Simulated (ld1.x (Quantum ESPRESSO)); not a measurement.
## Logarithmic derivatives: Si, PAW

ld1.x (Quantum ESPRESSO) 7.5 input, shortened:

```
&input
   title='Si', zed=14., rel=1, dft='REVPBE', iswitch=3,
   config='[Ne] 3s2 3p2 3d-2'
 /
 &inputp
   pseudotype=3, lpaw=.true., tm=.true., lloc=-1, rcloc=1.40,
   nlcc=.true., new_core_ps=.true., rcore=0.75,
   which_augfun='GAUSS', rmatch_augfun=1.00
 /
5
3S  1  0   2.00   0.00  1.20  1.55  0.0
3S  1  0   0.00   1.15  1.20  1.55  0.0
3P  2  1   2.00   0.00  1.35  1.55  0.0
3P  2  1   0.00   2.00  1.35  1.55  0.0
3D  3  2  -2.00   0.10  1.20  2.00  0.0
 &test
   configts(1)='3s2 3p2'
 /
```

The phase is arctan(r·u′/u) with u = r·R(r), unwrapped; energies in Ry, scanned from -3 to 5 Ry. A pole is an energy at which the radial function vanishes at the test radius. The pseudo phase is shifted by a multiple of π to meet the all-electron one at the reference energy, and phase errors are pseudo minus all-electron; the curves can meet again beyond the range given. Levels narrower than the energy grid can be missing from the lists of poles.

```json
{"channel": "s", "radius (bohr)": "2.21", "reference energy (Ry)": "-0.79", "poles, all-electron": "1.16", "poles, pseudo": "1.16", "unbroken range about the reference energy with phases within 0.05 rad": "below 4.3", "phase error 1 Ry above the reference energy (rad)": "-0.000"}
{"channel": "p", "radius (bohr)": "2.21", "reference energy (Ry)": "-0.30", "poles, all-electron": "2.11", "poles, pseudo": "2.11", "unbroken range about the reference energy with phases within 0.05 rad": "below 4.7", "phase error 1 Ry above the reference energy (rad)": "-0.000"}
{"channel": "d", "radius (bohr)": "2.21", "reference energy (Ry)": "0.10", "poles, all-electron": "2.96", "poles, pseudo": "3.05", "unbroken range about the reference energy with phases within 0.05 rad": "below 4.5", "phase error 1 Ry above the reference energy (rad)": "+0.007"}
```

Phases in the d channel:

| E (Ry) | all-electron | pseudo |
| --- | --- | --- |
| -3.00 | 1.316 | 1.316 |
| -2.52 | 1.294 | 1.294 |
| -2.04 | 1.267 | 1.267 |
| -1.56 | 1.230 | 1.230 |
| -1.08 | 1.177 | 1.177 |
| -0.60 | 1.095 | 1.095 |
| -0.12 | 0.947 | 0.947 |
| 0.36 | 0.624 | 0.624 |
| 0.84 | -0.144 | -0.140 |
| 1.32 | -0.940 | -0.932 |
| 1.80 | -1.284 | -1.275 |
| 2.28 | -1.444 | -1.434 |
| 2.76 | -1.540 | -1.528 |
| 3.24 | -1.611 | -1.595 |
| 3.72 | -1.673 | -1.650 |
| 4.20 | -1.738 | -1.703 |
| 4.68 | -1.820 | -1.761 |
